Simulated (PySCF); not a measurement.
4-thiophen-2-ylbenzaldehyde (C11H8OS), SMILES c1cc(-c2ccc(cc2)C=O)sc1.

Geometry: B3LYP-D3(BJ)/def2-SVP. One conformer was computed; it need not be the lowest.

Vertical ionisation energy (IE) and electron affinity (EA) in eV. Rows of orbital energies are one-electron estimates. Where ΔSCF, EOM or ADC give a negative EA the extra electron is unbound and the value depends on the basis.

```
level                                          IE    EA
-------------------------------------------  ----  ----
−ε(HOMO), −ε(LUMO), r2SCAN/def2-SVP (PySCF)     ?     ?
−ε(HOMO), −ε(LUMO), PBE/def2-SVP (PySCF)     5.62  2.88
```

Task: Some entries are withheld; supply them. (Estimate from the structure and the level; the computed values follow.)

Result: 
- −ε(HOMO), −ε(LUMO), r2SCAN/def2-SVP (PySCF), IE: 5.83
- −ε(HOMO), −ε(LUMO), r2SCAN/def2-SVP (PySCF), EA: 2.87
